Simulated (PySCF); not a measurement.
Computed IR spectrum (relative IR intensity) of a molecule C4H10Si2. Coordinates come from a B3LYP-D3(BJ)/def2-SVP optimisation. Other conformers were not sampled. Calculation: B3LYP-D3(BJ)/def2-SVP (PySCF). Frequencies are harmonic and unscaled.

Lines under 2 % of the strongest are left out, and lines within 2 cm⁻¹ are merged.

| ν (cm⁻¹) | relative intensity |
|---|---|
| 320 | 4.8 |
| 400 | 6.6 |
| 419 | 2.8 |
| 623 | 8.7 |
| 716 | 7.6 |
| 728 | 6.6 |
| 743 | 9.8 |
| 746 | 7.1 |
| 784 | 100 |
| 817 | 13 |
| 932 | 18 |
| 944 | 32 |
| 989 | 4.6 |
| 1050 | 2.1 |
| 2142 | 6.7 |
| 2192 | 27 |
| 2202 | 12 |
| 2211 | 37 |
| 2216 | 36 |
| 3022 | 7.0 |
| 3031 | 2.8 |
| 3100 | 6.6 |
| 3105 | 7.2 |
| 3456 | 15 |

Problem. Pick the molecule that these values belong to.
A. C[Si@H]1C=C[C@H]1[SiH3]
B. C=C[SiH2]/C=C/[SiH3]
C. C=C=CC([SiH3])[SiH3]
D. C#C[SiH2][SiH2]CC

Solution. D, C#C[SiH2][SiH2]CC
